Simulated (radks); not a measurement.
The numbers below are computed, except where a source is named.
Q: Species: In. Configuration: [Kr] 4d10 5s2 5p1 (the NIST ground configuration). Code: a radial shooting solver on a logarithmic mesh with Libxc functionals. Model: scalar-relativistic Kohn-Sham, PBE, spin-unpolarised, spherical densities, point nucleus; hard spherical wall at 1.5 bohr. Some entries of the table are withheld. Estimate them.

orbital  occ.  eigenvalue (eV)  <1/r> (bohr^-1)  r(max) (bohr)
1s          2        -27569.25            51.85        0.01922
2s          2        -3980.724            11.80            (1)
2p          6        -3553.326            11.37        0.08699
3s          2        -636.0785            4.133         0.3173
3p          6        -496.5993            3.927         0.3111
3d         10        -278.1071            3.684         0.2616
4s          2          -4.7571            1.668         0.7943
4p          6          39.6833            1.592         0.8345
4d         10         110.8588            1.492         0.8895
4f          0         188.6516            1.256            (2)
5s          2         287.2730            1.738            (3)
5p          1         326.2822            1.756          1.182
5d          0         381.7645            1.757            (4)
6s          0         744.7296            1.985          1.290

A: 
(1) 2s r(max) (bohr): 0.1087
(2) 4f r(max) (bohr): 0.9063
(3) 5s r(max) (bohr): 1.172
(4) 5d r(max) (bohr): 1.192
